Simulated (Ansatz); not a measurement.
Computed with Ansatz on PBE0-D4/def2-TZVP structures; ΔE is electronic, products minus reactants. CCSD(T)/CBS adds triple-zeta CCSD(T) − MP2 to the extrapolated MP2 energy (def2 sets, frozen cores). Functionals use def2-TZVPP. B3LYP here is the variant with VWN-RPA as its local correlation; programs differ in this. def2 core potentials past Kr. For Sn outer-core shells are correlated without core-valence functions, which leaves a few kJ/mol of doubt a bond. One conformer a species, not always the lowest.

Consider the cleavage of the Si–Sn bond: `[OH][SnH2][SiH2]Cl` + `CO[SiH](O)F` → `CO[SiH](F)O[SiH2]Cl` + `[OH][SnH3]`.

| level | ΔE (kJ/mol) | difference from CCSD(T)/CBS |
| --- | --- | --- |
| PBE-D4 | -76.6 | 20.4 |
| r2SCAN-D4 | -95.5 | 1.5 |
| PBE0-D4 | -85.8 | 11.2 |
| B3LYP-D4 | -100.1 | -3.1 |
| ωB97X-V | -100.1 | -3.1 |
| ωB97M-V | -101.4 | -4.4 |
| B2PLYP | -100.4 | -3.4 |
| PBE | -73.1 | 23.9 |
| r2SCAN | -94.0 | 3.0 |
| PBE0 | -82.5 | 14.5 |
| B3LYP | -94.9 | 2.1 |
| HF/def2-TZVPP | -122.5 | -25.5 |
| MP2/def2-TZVPP | -103.4 | -6.4 |
| SCS-MP2/def2-TZVPP | -107.8 | -10.8 |
| CCSD/def2-TZVPP | -105.1 | -8.1 |
| CCSD(T)/def2-TZVPP | -102.4 | -5.4 |
| HF/def2-QZVPP | -124.9 | -27.9 |
| MP2/def2-QZVPP | -101.2 | -4.2 |
| SCS-MP2/def2-QZVPP | -105.8 | -8.8 |
| HF/CBS(def2) | -125.3 | -28.3 |
| MP2/CBS(def2) | -98.0 | -1.0 |
| CCSD/CBS(def2) | -99.7 | -2.7 |
| CCSD(T)/CBS | -97.0 | 0 |

Largest T1 diagnostic among the species: 0.014.

The D4 term adds −5.3 kJ/mol with B3LYP and −3.3 kJ/mol with PBE0; it sums over pairs of atoms, weighted by their polarisabilities, and B3LYP, whose exchange is more repulsive, gets the larger term. In def2-TZVPP, CCSD(T) changes the Hartree–Fock value by +20.2 kJ/mol (the triples alone add +2.7 kJ/mol) and MP2 by +19.1 kJ/mol. From PBE to PBE0 (25 % exact exchange), in def2-TZVPP and without D4, ΔE moves by −9.4 kJ/mol.
